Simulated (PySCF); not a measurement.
N+: ionisation energy

N+ [He] 2s2 2p2 (3P) → N(2+) [He] 2s2 2p1 (2P), as a difference of total energies. Calculation: PySCF 2.14, in aug-cc-pCVTZ-DK with one added diffuse shell each of s, p, d, f type (8s7p5d3f, 75 functions); scalar relativity by spin-free X2C-1e. Correlated levels: valence: 1s2 frozen. The calculations carry no spin-orbit coupling.

```csv
method,ionisation energy (eV)
UHF,29.185
MP2 (valence),29.611
SCS-MP2 (valence),29.470
CCSD (valence),29.456
CCSD(T) (valence),29.473
```

Q: How much does correlation contribute at CCSD(T) (valence)?

A: 29.473 − (29.185) = 0.288 eV, measured against UHF.

Errors of the correlated levels include the incompleteness of this basis and the frozen core.

For comparison: 29.601 eV (semi-empirical (NIST evaluation); NIST Atomic Spectra Database, ionization energies).
